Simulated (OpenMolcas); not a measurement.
## d3 ions of charge +4 down a group on the Ge site of Cs2GeF6

| Quantity | Value |
| --- | --- |
| Program | OpenMolcas |
| Method | SS-CASPT2, IPEA 0.25 Eh, imaginary shift 0.1 Eh |
| Spin-orbit coupling | RASSI with atomic mean-field integrals over the reference wave functions |

The d shell is active; CASPT2 correlates the ligand valence shells and the outer metal core. Each dopant is a cluster with its nearest anions in model potentials and point charges, with no relaxation. Distances were set from a Shannon-type radius of the metal (high-spin where two are listed) plus a fixed donor radius (F 1.31 Å), in hosts weighted 0.65 to 0.35 with the host's distance in the model lattice. Ligand basis ANO-RCC-VDZP, DKH2 Hamiltonian. States (labels of O, the rotations of Oh). Energies in cm-1 above the lowest state or level, χT in cm3 K/mol. Spin-only χT is S(S+1) / 2 for the spin of the ground state.

```csv
Ion,Shell,R (Å),Metal basis,Ground state,First state of that spin,First gap with spin-orbit (degeneracies),χT at 300 K,First state of another spin,Spin-only χT
Mn4+,3d3,1.827,ANO-RCC-VTZP,4A2,4T2 26060,"13880 (4, 4)",1.841,2E 13890,1.875
Tc4+,4d3,1.902,ANO-RCC-VTZP,4A2,4T2 35080,"10620 (4, 4)",1.782,2T1 10730,1.875
Re4+,5d3,1.892,ANO-RCC-VTZP,4A2,4T2 41490,"9550 (4, 4)",1.439,2T1 10310,1.875
```

χT departs most from the spin-only value for Re4+, by -0.436 cm3 K/mol.

Roots that are degenerate in the reference are averaged as groups; the widest CASPT2 spread within a group is 440 cm-1 (the 3-fold group of multiplicity 2 near 107000 cm-1 above the lowest state of its run, Re4+). Shifts and gaps below about the spread of the groups concerned are not significant. Over all roots computed the reference weight is 0.68 to 0.70 in Mn4+, 0.70 to 0.71 in Tc4+, 0.71 to 0.72 in Re4+; a low but even weight reflects the number of correlated electrons. Ligand-to-metal charge-transfer states are missing. With no ligand orbital active B as a rule stays too high, so bands that hang on it stand too high and its fall with covalency is understated. With one d shell and no ligand orbital active, 10Dq can be off by a tenth or more. The least metal-like active orbital is 80 % on the metal (Löwdin) and no ligand orbital is active, so the numbers are rough (holds for Mn4+). The least metal-like active orbital is 77 % on the metal (Löwdin) and no ligand orbital is active, so the numbers are rough (holds for Tc4+). The least metal-like active orbital is 75 % on the metal (Löwdin) and no ligand orbital is active, so the numbers are rough (holds for Re4+). No measured value stands beside these numbers; the geometry was set by hand and not optimised.
